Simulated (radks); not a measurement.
Charge is removed step by step from the 2p3/2 level of S+, starting from [He] 2s2 2p(1/2: 2, 3/2: 4) 3s2 3p3. Calculated with a radial shooting solver on a logarithmic mesh with Libxc functionals: Dirac Kohn-Sham, PBE, spin-unpolarised, spherical densities, point nucleus; open shells fill j = l - 1/2 first.

removed (e)	E - E(0) (eV)	eigenvalue (eV)	E minus straight line (eV)
0	0.000	-167.79	0.000
0.1	16.960	-171.42	-1.693
0.2	34.286	-175.10	-3.021
0.3	51.982	-178.82	-3.978
0.4	70.051	-182.58	-4.562
0.5	88.499	-186.37	-4.768
0.6	107.33	-190.21	-4.593
0.7	126.54	-194.08	-4.032
0.8	146.14	-197.99	-3.082
0.9	166.14	-201.94	-1.739
1	186.53	-205.92	0.000

Removing the whole electron costs 186.53 eV by Delta-SCF, against 167.79 eV from minus the eigenvalue at the starting occupation. Slater's transition state (half an electron removed) gives 186.37 eV. Integrating minus the eigenvalue over the occupation (Janak's theorem) gives 186.53 eV. The mean slope of the eigenvalue, de/dn, is 38.1 eV per electron.
